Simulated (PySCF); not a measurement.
## Magnetisability: `C=C(F)[S@](=O)OCF`, C₃H₄F₂O₂S

Geometry:
```
atom   x (Å)   y (Å)   z (Å)
  C1   2.331  -0.268   0.259
  C2   1.482   0.422  -0.469
  F3   1.652   0.686  -1.773
  S4  -0.074   1.150   0.194
  O5   0.031   0.975   1.623
  O6  -0.964  -0.187  -0.403
  C7  -2.146  -0.421   0.234
  F8  -3.091   0.497  -0.145
  H9   2.109  -0.406   1.303
 H10   3.234  -0.701  -0.135
 H11  -2.515  -1.409  -0.064
 H12  -2.049  -0.339   1.328
```

Method: GIAO CAM-B3LYP/pcSseg-1 magnetisability, rotational g tensor and spin-rotation constants, non-relativistic, gas phase in PySCF. Geometry: GFN2-xTB.

(1) What are the magnetisability and the molar susceptibility?

(2) Split it along the inertial axes a, b, c into diamagnetic and paramagnetic parts about the centre of mass, with the quadrupole moment.

(3) And the rotational g tensor?

## Answers

(1) Isotropic -1031 × 10⁻³⁰ J/T², or -62.1 × 10⁻⁶ cm³/mol; principal values -1116, -1035, -942 × 10⁻³⁰ J/T², anisotropy 151 × 10⁻³⁰ J/T² (root of half the summed squared differences of the principal values). The susceptibility is in cgs units.

(2) 
| axis | χ (10⁻⁶ cm³/mol) | diamagnetic (10⁻⁶ cm³/mol) | paramagnetic (10⁻⁶ cm³/mol) | summed x² of all electrons (Å²) | quadrupole Θ (D Å) |
| --- | --- | --- | --- | --- | --- |
| a | -61.4 | -438.3 | 376.9 | 229.2 | +3.48 |
| b | -59.0 | -1129.0 | 1070.0 | 66.4 | -8.83 |
| c | -65.9 | -1254.2 | 1188.3 | 36.9 | +5.36 |

Anisotropies 2χaa − χbb − χcc = +2.2 and 2χbb − χaa − χcc = +9.4 × 10⁻⁶ cm³/mol. Θ is traceless in Buckingham's convention.

(3) 
```csv
axis,rotational constant (GHz),g,nuclear part,electronic part
a,3.2819,-0.0504,0.5306,-0.5811
b,1.0706,-0.0140,0.5242,-0.5382
c,0.9493,-0.0131,0.5169,-0.5299
```
Asymmetric top; isotopes 12C, 19F, 1H, 16O, 32S; no vibrational averaging.
